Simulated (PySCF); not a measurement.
**NaCd⁺: energy against distance**

Set-up: PySCF, scalar-relativistic core potentials, basis sets Na cc-pVDZ, Cd cc-pVDZ-PP with ECP28. Energies in eV from Na⁺ + Cd in their ground configurations at the same level. State: ¹Σ⁺ (singlet), closed shell.

```csv
R (Å),M06,r²SCAN,PBE0
2.688,-0.1657,-0.2784,-0.3133
2.812,-0.2628,-0.3612,-0.3973
2.938,-0.3229,-0.4060,-0.4424
3.031,-0.3506,-0.4217,-0.4577
3.125,-0.3671,-0.4261,-0.4616
3.219,-0.3749,-0.4221,-0.4567
3.344,-0.3752,-0.4074,-0.4408
3.500,-0.3639,-0.3796,-0.4110
3.688,-0.3392,-0.3392,-0.3680
3.938,-0.2969,-0.2827,-0.3078
```

Question: Put a parabola through the three lowest points of the M06 curve and estimate Re, k and ωe (reduced mass 19.13 u; 1 eV/Å² = 0.16022 mdyn/Å; ωe = 1302.8·√(k/μ) cm⁻¹).

Answer: Through R = 3.219, 3.344, 3.5 Å the second-order coefficient is 0.266 eV/Å², so Re ≈ 3.286 Å, k ≈ 0.0853 mdyn/Å and ωe ≈ 87 cm⁻¹. A polynomial fit of higher order to the unrounded M06 energies gives Re = 3.283 Å, k = 0.102 mdyn/Å, ωe = 95.2 cm⁻¹; anharmonicity and rounding make the difference.

The higher-order fit for each curve: M06: Re = 3.283 Å, ωe = 95.2 cm⁻¹, De = 0.376 eV; r²SCAN: Re = 3.123 Å, ωe = 117 cm⁻¹, De = 0.426 eV; PBE0: Re = 3.115 Å, ωe = 120 cm⁻¹, De = 0.462 eV.

Closed-shell solutions of metal pairs were not tested for spin polarisation, which can lower them a little. For an ion De counts to the pair picked by the measured ionisation energies or electron affinities, which need not be the lowest pair at this level.
